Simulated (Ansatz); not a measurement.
Gas-phase electronic energies from Ansatz, PBE0-D4/def2-TZVP geometries. CBS: MP2 limit from def2 TZ/QZ plus the TZ coupled-cluster correction, frozen cores. This one scheme is used for every species. Functionals use def2-TZVPP. For Ge outer-core shells are correlated without core-valence functions, which leaves a few kJ/mol of doubt a bond. Scalar relativity is left out up to krypton.

Consider the formal exchange of groups at the Al–Cl bond: `[Cl][AlH][GeH3]` + acetylene → `C#[C][AlH][GeH3]` + HCl.

Q: Is it downhill or uphill in electronic energy at CCSD(T)/CBS, and by how much? (Estimate.)

A: The calculation gave: Uphill: ΔE = +104.4 kJ/mol.

Q: What do these levels give: B97M-V, BHLYP-D4, CCSD(T)/def2-SVP, SCS-MP2/def2-TZVPP, CCSD/def2-TZVPP, CCSD/CBS(def2)? (An estimate is asked.)

A: The calculation gave: B97M-V 101.6, BHLYP-D4 108.3, CCSD(T)/def2-SVP 106.3, SCS-MP2/def2-TZVPP 101.3, CCSD/def2-TZVPP 101.9, CCSD/CBS(def2) 106.4 kJ/mol.

Largest T1 diagnostic among the species: 0.013.

From BLYP to BHLYP (50 % exact exchange), in def2-TZVPP and without D4, ΔE moves by +6.6 kJ/mol. Leaving LDA and LC-ωPBE aside and taking each functional with its dispersion term where it has one, the values, not all of them listed here, spread over 9.5 kJ/mol, from revPBE-D4 to BHLYP-D4. In def2-TZVPP, CCSD(T) changes the Hartree–Fock value by −11.8 kJ/mol (the triples alone add −2.0 kJ/mol) and MP2 by −9.5 kJ/mol.
